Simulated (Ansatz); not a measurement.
`C#C[SiH](C)Cl`, charge 0, multiplicity 1.

**Question.** Give a relaxed structure at PBE0-D4/def2-TZVP (the Gaussian-basis code of Ansatz). (Best estimate.)

**Answer.** Computed: 
Cartesian coordinates in Å:
```
C 0.9832 1.8841 -1.5304
C 0.4732 1.2489 -0.6411
Si -0.3144 0.2690 0.6762
C -0.4215 -1.5154 0.1901
Cl 0.8198 0.4525 2.3832
H 1.4365 2.4493 -2.3126
H -1.6432 0.8511 0.9704
H -0.8835 -2.1017 0.9872
H 0.5739 -1.9178 -0.0072
H -1.0240 -1.6201 -0.7158
```
This is one stationary point; other conformers may exist.
